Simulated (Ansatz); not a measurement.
Relaxation of BF2H2In (6 atoms, charge 0, multiplicity 1), to a largest force component of 0.015 eV/Å in at most 40 steps.

Level of theory: RKS r2SCAN-D4/def2-SVP (Ansatz).

```xyz
6
Properties=species:S:1:pos:R:3
F -1.482 0.991 -0.372
B -0.152 0.618 -0.354
In 0.169 -0.916 0.671
F 0.223 -1.866 -0.487
H 0.644 1.139 -1.075
H 0.640 -0.030 1.570
```

Question: Where does it end, and by what steps?

Answer: The run converged. The force dipped under the threshold on the way, but the program's further checks kept it going. After 17 steps the energy has fallen by 10.898 eV; H6 moved furthest, 1.20 Å. The start is strongly strained (largest force component 26 eV/Å).

```
step  energy less start (eV)  largest force component (eV/Å)  accepted
   0                  0.0000                          25.942       yes
   1                 -6.3334                           6.786       yes
   2                 -8.4490                           3.626       yes
   3                 -9.6005                           1.435       yes
   4                -10.2148                           0.856       yes
   5                -10.5868                           0.668       yes
   6                -10.7980                           0.314       yes
   7                -10.8686                           0.192       yes
   8                -10.8891                           0.251       yes
   9                -10.8715                           0.626        no
  10                -10.8953                           0.142       yes
  11                -10.8971                           0.066       yes
  12                -10.8977                           0.057       yes
  13                -10.8973                           0.195        no
  14                -10.8978                           0.012       yes
  15                -10.8979                           0.019       yes
  16                -10.8980                           0.005       yes
  17                -10.8980                           0.011       yes
```

```xyz
6
Properties=species:S:1:pos:R:3
F -1.637 1.321 -0.712
B -0.360 0.988 -0.701
In 0.360 -0.641 0.732
F 0.369 -2.385 -0.212
H 0.367 1.567 -1.483
H 0.942 -0.913 2.330
```

Time of the run: 68 s on 1 CPU thread of a shared host.
